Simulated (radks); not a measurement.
Q: All-electron atom: Ca in [Ar] 4s2. Calculated with a radial shooting solver on a logarithmic mesh with Libxc functionals: scalar-relativistic Kohn-Sham, MS2 meta-GGA, spin-polarised, spherical densities, finite nucleus; meta-GGA in the generalised Kohn-Sham scheme; Fermi nuclear charge, rms radius 3.4776 fm. Some entries of the table are withheld. Estimate them.

orbital  occ.  eigenvalue (Ry)  r(max) (bohr)  <r^2> (bohr^2)
1s          2        -291.1339        0.05028        0.007926
2s          2        -30.88725         0.2989          0.1554
2p          6              (1)            (2)             (3)
3s          2         -3.61155         0.9959           1.532
3p          6         -2.11612          1.051           1.892
4s          2         -0.28617          3.450           19.07

A: 
(1) 2p eigenvalue (Ry): -24.76731
(2) 2p r(max) (bohr): 0.2473
(3) 2p <r^2> (bohr^2): 0.1327
